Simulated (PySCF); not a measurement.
A run for PySCF: R-B3LYP/6-31G* on C2H6AlN (a complex), monomers drawn apart or pushed together.

```python
from pyscf import gto, scf, dft, mp
from pyscf.data.elements import chemcore

mol = gto.M(
    atom='''
    Al   -0.03534412    0.15324321   -0.40981655
    H    -1.49527161   -0.22021759   -0.92851754
    H     1.14634410   -0.86223162   -0.74494603
    H     0.33283800    1.70001927   -0.30106647
    C    -0.77257624   -1.13179932    5.66652179
    C    -0.60196991   -0.83453043    4.26041739
    N    -0.46664697   -0.59964538    3.14928256
    H    -0.32637323   -2.10023079    5.89459563
    H    -0.28651918   -0.36217370    6.26685697
    H    -1.83496078   -1.15977776    5.91053328
    ''',
    basis='6-31g*',
    cart=True,
    charge=0, spin=0, verbose=3, max_memory=1800)
mf = dft.RKS(mol, xc='b3lyp')
mf.conv_tol = 1e-8
mf.max_cycle = 100
mf.kernel()
if not mf.converged:
    mf = mf.newton().run(mf.mo_coeff, mf.mo_occ)
```

What total energy does the run end on?

-376.9620 hartree.
